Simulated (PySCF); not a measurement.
Si(Cl)(OH)2(OMe) (CH₅ClO₃Si), SMILES CO[Si](O)(O)Cl.

Geometry optimised at B3LYP-D3(BJ)/def2-SVP. One conformer was computed; it need not be the lowest.

The numbers are results of PySCF with PBE/def2-TZVP, not measurements.

Problem. Estimate the frontier levels, gap, dipole moment and polarisability. (An estimate is asked for; the answer gives what the named calculation found.)

Solution. 
- highest occupied level: -7.04 eV
- lowest empty level: -0.51 eV
- orbital gap: 6.53 eV
- dipole moment: 0.34 D
- quadrupole, principal values (traceless, Buckingham form, about the centre of nuclear charge): -10.27, 4.07, 6.21 D·Å
- mean static polarisability: 58.4 bohr³ (8.66 Å³)
- polarisability, principal values: 53.0, 59.7, 62.5 bohr³
